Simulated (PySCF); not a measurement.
Compound: F5Ge2H.
Z-matrix (Å and degrees, PBE0-D3(BJ)/def2-SVP geometry), rows numbered from 1:
```
F 
Ge  1  1.7247
F   2  1.7247  1  105.89
Ge  2  2.4261  1  105.90  3   113.26
F   4  1.7150  2  114.45  1   -60.81
F   4  1.7195  2  111.49  1   177.88
F   4  1.7190  2  111.14  1    59.98
H   2  1.5277  1  109.70  3  -118.19
```

Computed, not measured: PBE0-D3(BJ)/def2-SVP geometry optimisation, gas phase in PySCF 2.14.0.

Take the most abundant isotopes and a rigid rotor. 

Q: Give the principal moments of inertia and the rotational constants in MHz.

A: Ia = 236.39, Ib = 625.17, Ic = 675.77 u·Å²; 505379 MHz·u·Å²/I gives A = 2138, B = 808.4, C = 747.9 MHz.

Q: Classify the top.

A: A near-prolate asymmetric top. Ray's parameter κ = (2B − A − C)/(A − C) = -0.913; −1 is the prolate and +1 the oblate limit.

Q: Is it planar, by Δ = Ic − Ia − Ib?

A: Not planar: Δ = Ic − Ia − Ib = -185.78 u·Å². For a rigid frame Δ = −2 Σ m c², so Σ m c² = 92.89 u·Å² lies off the ab plane: 3.14 from hydrogen and 89.75 from heavier atoms. The atom farthest from that plane is 1.76 Å away.

Q: Give the other two planar moments, Paa and Pbb, and the rms extents of the mass along the axes.

A: Paa = Σ m a² = (Ib + Ic − Ia)/2 = 532.28 and Pbb = Σ m b² = (Ia + Ic − Ib)/2 = 143.50 u·Å². With the mass M = 243.84 u, the rms extents √(P/M) along a, b and c are 1.48, 0.77, 0.62 Å.

Q: Predict some low-J microwave lines.

A: The dipole components are |μa| = 1.59 D, |μb| = 0.05 D, |μc| = 2.25 D. Intensities carry the squares of the components, which stand as 0.50 : 0.00 : 1.00 (a : b : c). Some lines, for components of 0.1 D or more:

| type | branch | J(Ka,Kc) | MHz | lower level (cm⁻¹) |
| --- | --- | --- | --- | --- |
| c | Q | 1(1,1) ← 1(0,1) | 1330 | 0.052 |
| a | R | 2(1,1) ← 1(1,0) | 3173 | 0.098 |
| a | R | 3(1,2) ← 2(1,1) | 4758 | 0.204 |
| c | R | 3(1,2) ← 2(0,2) | 6211 | 0.156 |
| a | R | 4(2,3) ← 3(2,2) | 6223 | 0.493 |
| a | R | 4(1,3) ← 3(1,2) | 6342 | 0.363 |
| c | R | 2(2,1) ← 1(1,1) | 7222 | 0.096 |
| a | R | 5(2,4) ← 4(2,3) | 7777 | 0.700 |
| a | R | 5(2,3) ← 4(2,2) | 7816 | 0.701 |
| c | R | 3(2,2) ← 2(1,2) | 8839 | 0.198 |
| c | Q | 5(4,2) ← 5(3,2) | 9512 | 1.187 |
| c | R | 4(2,3) ← 3(1,3) | 10486 | 0.351 |
| c | Q | 5(5,1) ← 5(4,1) | 12234 | 1.505 |
| c | R | 4(3,1) ← 3(2,1) | 13019 | 0.493 |
| c | R | 5(4,1) ← 4(3,1) | 17301 | 0.928 |
| c | R | 5(5,1) ← 4(4,1) | 20020 | 1.245 |

No PBE0-D3(BJ)/def2-SVP frequencies stand behind this structure, so it isn't proved a minimum. No vibrational averaging or centrifugal distortion is included, and the geometry carries the error of its method.
